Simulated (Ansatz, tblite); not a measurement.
Spin states of the cluster Ag₃Au, each relaxed with B3LYP-D4/def2-SVP in Ansatz. Electronic energies in the gas phase.

In the def2 sets Ag, Au take a core potential; there is no spin–orbit coupling. The xTB rows come from tblite. B3LYP takes the VWN-RPA correlation. Correlated methods freeze no core orbitals; core or outer-core shells of Au, Ag are correlated, in sets that lack core-valence functions. The structure comes from a short search, and lower isomers may exist.

Singlet geometry (C2v within 0.1 Å):

```xyz
4

Au   -0.882   -0.222   -2.232
Ag   -0.112   -1.326    0.174
Ag    0.889    0.221    2.232
Ag    0.105    1.326   -0.175
```

Triplet geometry (C2v within 0.1 Å):

```
atom   x (Å)   y (Å)   z (Å)
 Au1  -0.442   0.485  -1.352
 Ag2  -2.135  -0.709   0.443
 Ag3   0.442  -0.486   1.352
 Ag4   2.135   0.709  -0.443
```

Quintet geometry (C3v within 0.1 Å):

Cartesian coordinates in Å:
```
Au -0.298 -1.917 0.285
Ag -1.882 0.968 0.047
Ag 1.245 0.707 1.551
Ag 0.936 0.242 -1.884
```

⟨S²⟩: triplet 2.01 at PBE0-D4/def2-TZVP (pure 2.00), quintet 6.01 at PBE0-D4/def2-TZVP (pure 6.00).

Run but left out: HF/def2-TZVP, MP2/def2-TZVP (singlet: restricted singlet, unstable towards broken spin symmetry); B2PLYP/def2-TZVP (singlet: restricted singlet, unstable in another Hartree–Fock run and untested here).

Only these spin states were relaxed. The triplet has other bonds than the singlet, so the gap mixes isomer and spin. The quintet has other bonds than the singlet, so the gap mixes isomer and spin.

```
                level  triplet − singlet (kJ/mol)  quintet − singlet (kJ/mol)  lowest of these
             GFN1-xTB                        83.4                       440.4          singlet
             GFN2-xTB                       170.2                       543.3          singlet
LDA (SPW92)/def2-TZVP                        95.8                       531.5          singlet
     PBE-D4/def2-TZVP                        86.0                       435.2          singlet
  revPBE-D4/def2-TZVP                        83.1                       396.3          singlet
  r2SCAN-D4/def2-TZVP                        81.8                       445.3          singlet
   B3LYP-D4/def2-TZVP                        85.0                       396.0          singlet
    PBE0-D4/def2-TZVP                        83.9                       409.5          singlet
 r2SCAN0-D4/def2-TZVP                        80.1                       413.9          singlet
    RPA@PBE/def2-TZVP                        90.6                       419.4          singlet
```

Change of the quintet − singlet gap on mixing in exact exchange, in kJ/mol: PBE to PBE0 (25 % exact exchange) -25.6; r2SCAN to r2SCAN0 (25 % exact exchange) -31.5.

The xTB methods have no spin-polarisation term.
